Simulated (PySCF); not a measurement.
C2H3O2, SMILES CO[C]=O, multiplicity 2. Atoms are numbered in the order given.

```xyz
7

C     -0.4416    -1.3151     0.0000
O      0.7243    -0.4745     0.0000
C      0.5111     0.8141     0.0000
O     -0.5053     1.4240     0.0000
H     -1.0469    -1.1217    -0.8971
H     -0.0749    -2.3470     0.0000
H     -1.0469    -1.1217     0.8971
```
Charge 0, spin multiplicity 2.

Coordinates come from a PBE0-D3(BJ)/def2-SVP optimisation. The isomer is the one that the SMILES or the coordinates give; other isomers of the formula were not compared. Other conformers were not sampled.

Calculation: M06-2X/def2-TZVPD run with PySCF.

Mulliken values depend strongly on the basis, most of all with diffuse functions as here. ESP charges are fitted to the potential on shells at 1.4 to 2.0 van der Waals radii. Atomic charges (e):

```csv
atom,Mulliken,ESP fit,meta-Löwdin,Mulliken spin
C1,-0.52,-0.06,-0.13,0.12
O2,-0.28,(withheld),-0.30,-0.03
C3,0.41,(withheld),0.42,0.75
O4,-0.34,-0.29,-0.37,0.19
H5,0.27,(withheld),0.12,-0.01
H6,0.19,(withheld),0.14,-0.01
H7,0.27,(withheld),0.12,-0.01
```

Q: Some entries are withheld; supply them. (The exact figures need the calculation; the answer reports its results.)

A: 
- O2, ESP fit: -0.18
- C3, ESP fit: 0.22
- H5, ESP fit: 0.12
- H6, ESP fit: 0.08
- H7, ESP fit: 0.12
